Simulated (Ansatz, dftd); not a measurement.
System: BNH₅, charge 0, doublet. BNH5 (SMILES [NH2+][BH3-], doublet).
B3LYP-D3(BJ)/def2-TZVP minimum from Ansatz (an electronic-structure program):
```
B
N 1 1.4529
H 2 1.0091 1 123.80
H 2 1.0095 3 113.27 1 -180.00
H 1 1.1952 2 115.55 3 0.00
H 1 1.2537 5 115.75 2 130.23
H 1 1.2537 5 115.75 6 99.53
```
Charge 0, spin multiplicity 2.

Quantity: atomisation energy (electronic, to ground-state atoms), in kcal/mol. UHF or UKS for unpaired electrons; spin-orbit terms are left out. Correlated methods leave the cores frozen. Rows without X2C or -DK are non-relativistic. CBS(X,Y): correlation extrapolated as X^-3, Hartree-Fock from the larger set. A bracket is a step between two methods taken in the basis named. The functionals are non-relativistic, so their misses hold any scalar relativity. '+ core + X2C': CCSD(T) terms for core correlation (cc-pwCVTZ) and scalar relativity (cc-pVTZ-DK). Where a partner has so few electrons that a lower coupled-cluster level is exact, that level stands in. The UHF reference of H5BN ([BH3-][NH2+], doublet) is spin-contaminated (<S^2> up to 0.04 over the pure value in the sets run).

Compared with CCSD(T)/CBS(cc-pVTZ,cc-pVQZ) + [CCSDT(Q) - CCSD(T)]/cc-pVTZ + core + X2C (Ansatz): 507.2 kcal/mol.

Costs are rough ratios of core time, to one figure, on one kind of shared machine, summed over the single points of the molecules; atoms, geometries and frequencies are left out. The first row took roughly 5 core seconds; short runs hold start-up time.

```
level                               program  cost relative to the first row
---------------------------  --------------  ------------------------------
PBE0-D3(BJ)/def2-TZVPD       Ansatz + dftd3                               1
r2SCAN-D4/def2-TZVPD         Ansatz + dftd4                               1
r2SCAN/def2-TZVPD                    Ansatz                               1
CAM-B3LYP-D3(BJ)/def2-TZVPD  Ansatz + dftd3                               1
CCSD(T)/cc-pVTZ                      Ansatz                               7
CCSDT(Q)/cc-pVDZ                     Ansatz                              30
CCSDT(Q)/aug-cc-pVDZ                 Ansatz                             100
```

Among the rows that cost no more than CAM-B3LYP-D3(BJ)/def2-TZVPD, which comes nearest?

PBE0-D3(BJ)/def2-TZVPD.
| level | difference (kcal/mol) |
|---|---|
| PBE0-D3(BJ)/def2-TZVPD | 5.7 |
| r2SCAN-D4/def2-TZVPD | 8.7 |
| r2SCAN/def2-TZVPD | 8.4 |
| CAM-B3LYP-D3(BJ)/def2-TZVPD | 11.5 |
| CCSD(T)/cc-pVTZ | -14.9 |
| CCSDT(Q)/cc-pVDZ | -43.0 |
| CCSDT(Q)/aug-cc-pVDZ | -36.9 |
